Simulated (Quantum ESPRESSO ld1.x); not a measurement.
Q: All-electron atom: Sr in [Kr] 5s2 (the NIST ground configuration). Method: Dirac Kohn-Sham, LDA (Slater exchange, Perdew-Wang correlation), spin-unpolarised, spherical densities, point nucleus; computed with ld1.x of Quantum ESPRESSO 7.5. Some entries of the table are withheld. Estimate them.

| orbital | occ. | eigenvalue (eV) | <1/r> (bohr^-1) |
|---|---|---|---|
| 1s1/2 | 2 | (1) | 38.95 |
| 2s1/2 | 2 | (2) | 8.767 |
| 2p1/2 | 2 | -1961.81 | 8.746 |
| 2p3/2 | 4 | -1893.53 | 8.406 |
| 3s1/2 | 2 | -332.535 | 2.930 |
| 3p1/2 | 2 | -262.744 | 2.824 |
| 3p3/2 | 4 | -252.254 | 2.741 |
| 3d3/2 | 4 | (3) | (4) |
| 3d5/2 | 6 | (5) | (6) |
| 4s1/2 | 2 | (7) | 0.9969 |
| 4p1/2 | 2 | -23.6558 | 0.8656 |
| 4p3/2 | 4 | -22.4744 | 0.8434 |
| 5s1/2 | 2 | -3.6410 | 0.2985 |

A: 
(1) 1s1/2 eigenvalue (eV): -15906.5
(2) 2s1/2 eigenvalue (eV): -2153.93
(3) 3d3/2 eigenvalue (eV): -129.251
(4) 3d3/2 <1/r> (bohr^-1): 2.520
(5) 3d5/2 eigenvalue (eV): -127.419
(6) 3d5/2 <1/r> (bohr^-1): 2.499
(7) 4s1/2 eigenvalue (eV): -40.9022
